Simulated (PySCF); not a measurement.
A structure optimised at B3LYP-D3(BJ)/def2-SVP, used in a PySCF frequency run:

```xyz
7

Te     0.0649    -0.2986     0.8677
Br     0.8492     1.6386    -0.6316
S     -0.6806    -1.8975    -0.7467
C     -2.3575    -1.3066    -1.1940
H     -3.0139    -1.2690    -0.3148
H     -2.7508    -2.0354    -1.9190
H     -2.2961    -0.3181    -1.6685
```
Charge 0, spin multiplicity 1.

Problem. Write its SMILES and formula.

Solution. CS[Te]Br, CH3BrSTe

Problem. What are its rotational constants (standard atomic weights)?

Solution. 2.4343, 0.97930, 0.75608 GHz
